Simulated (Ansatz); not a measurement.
Ansatz results at the PBE0-D4/def2-TZVP geometry: HOMO–LUMO gap (PBE0/def2-TZVPP) 5.56 eV; LUMO energy (B3LYP/def2-TZVPP) -2.72 eV; LUMO energy (PBE0/def2-TZVPP) -2.44 eV.

Each molecule was computed in one conformer, which needn't be the lowest.

(1) Which molecule gave them?
A. `[SiH3][N]([SiH3])[In]([Cl])[Cl]`
B. `[Cl][In]([Cl])[Cl]`
C. `C[CH](C)[In]([OH])[SH]`
D. `[CH3][InH2]`

Results:

(1) A. The others give `[CH3][InH2]`: 6.02, -1.85, -1.55; `[Cl][In]([Cl])[Cl]`: 6.57, -3.20, -2.89; `C[CH](C)[In]([OH])[SH]`: 6.28, -1.26, -0.95.

B3LYP here is the variant with VWN-RPA as its local correlation; programs differ in this.
